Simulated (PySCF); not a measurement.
**Radial density of Zn+ (zinc, charge +1)**

UHF, [Ar] 3d10 4s1, 2S determinant. Computed with PySCF 2.14 in 6-31G* (5s4p2d1f, 34 functions), with the non-relativistic Hamiltonian (point nucleus).

```csv
r (bohr),4πr²ρ (e/bohr),4πr²(ρα − ρβ)
0.000938,0.1893,0.0001
0.00158,0.5230,0.0001
0.00265,1.397,0.0004
0.00446,3.526,0.0010
0.00751,8.337,0.0024
0.0126,17.34,0.0048
0.0212,29.54,0.0075
0.0357,36.29,0.0063
0.0601,30.86,-0.0004
0.101,32.23,0.0068
0.170,41.55,0.0161
0.286,23.35,-0.0240
0.481,23.24,0.0137
0.809,18.72,-0.0118
1.36,4.317,0.2292
2.29,0.7604,0.4611
3.85,0.1376,0.1376
6.48,0.004419,0.0044
```

Question: Where is the radial spin density 4πr²(ρα − ρβ) most negative, and why is it negative at all?

Answer: Around r = 0.286 bohr, down to -0.0240 e/bohr: exchange with the open shell polarises the paired shells in an unrestricted calculation.
